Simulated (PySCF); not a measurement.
Calculated properties of `C=C(C[SiH3])[Si@@]1(P)CCO1`

Species: C5H13OPSi2.
Z-matrix (Å and degrees, GFN2-xTB geometry), rows numbered from 1:
```
C 
C   1  1.3282
C   2  1.4913  1  122.04
Si  3  1.9112  2  110.71  1   100.29
Si  2  1.8983  1  120.74  3   177.39
P   5  2.2494  2  116.47  1   -42.23
C   5  1.9164  2  117.24  1   102.30
C   7  1.5250  5   83.64  2   107.62
O   8  1.4240  7  101.24  5     1.13
H   1  1.0773  2  121.93  3  -178.10
H   1  1.0792  2  122.06  3     2.13
H   3  1.0913  2  110.12  1   -21.39
H   3  1.0894  2  109.91  1  -140.13
H   4  1.4581  3  111.00  2    58.12
H   4  1.4660  3  107.41  2   179.45
H   4  1.4671  3  107.85  2   -62.44
H   6  1.3816  5   94.45  2    33.06
H   6  1.3852  5   92.94  2   -59.75
H   7  1.0847  5  117.03  2  -139.27
H   7  1.0842  5  117.72  2    -5.85
H   8  1.0904  7  114.17  5   118.17
H   8  1.0915  7  113.79  5  -115.50
```

Some functional groups and rings: C=C double bond, Si–H bond and C–Si bond.

From GFN2-xTB geometry:

```yaml
Point_group_of_the_GFN2-xTB_geometry: C1
Rotational_constants_A_B_C_of_the_GFN2-xTB_geometry: 1.182, 0.722, 0.617 GHz
```

PBE0/pcSseg-1 ground state and GIAO shieldings, non-relativistic (PySCF):

```yaml
Dipole_moment: 1.96 D
HOMO_energy: -7.11 eV
LUMO_energy: -0.70 eV
HOMO–LUMO_gap: 6.41 eV
Lowest_Hirshfeld_atomic_charge: -0.25 e on O9
Highest_Hirshfeld_atomic_charge: +0.39 e on Si5
13C_chemical_shifts_computed_TMS_as_zero_by_class: 163.2 (C2), 131.2 (C1), 70.7 (C8), 25.1 (C7), 23.2 (C3) ppm
1H_chemical_shifts_computed_TMS_as_zero_by_class: 6.06 (H11), 5.30 (H10), 4.93 (H21), 4.81 (H22), 3.89 (H14/H15/H16), 2.25 (H19), 2.22 (H13), 2.09 (H12), 1.98 (H20), 1.23 (H17/H18) ppm
Isotropic_shieldings_of_nuclei_other_than_C_and_H_by_class: 264 (O9), 298 (Si5), 415 (Si4), 600 (P6) ppm
Mayer_bond_orders_between_heavy_atoms: C1–C2 1.95, C2–C3 1.04, C3–Si4 0.88, C2–Si5 0.79, Si5–P6 1.03, Si5–C7 0.92, C7–C8 1.01, C8–O9 0.89, O9–Si5 0.98
```

Monoisotopic mass (most abundant isotopes): 176.0243 u.

A dipole of 1.96 D is allowed in C1, and pure rotational transitions are dipole-allowed. The dipole equals about 6.5 × 10⁻³⁰ C·m (1 D = 3.33564 × 10⁻³⁰ C·m). The rotational constants make it an asymmetric top with κ = (2B − A − C)/(A − C) = -0.63, nearer the prolate limit (−1). With B = h/(8π²I), that is 505.379 GHz u Å² over I, the principal moments of inertia are 427.5, 700.3 and 818.8 u Å² (most abundant isotopes); the inertial defect Ic − Ia − Ib is -309.0 u Å² (zero for a rigid planar frame, negative otherwise).

Isolated species at its GFN2-xTB geometry (one conformer only). NMR classes are plain means over equivalent atoms (diastereotopic ones count apart unless rotation or inversion swaps them), as if these changed places fast; in this geometry the members of some classes differ.
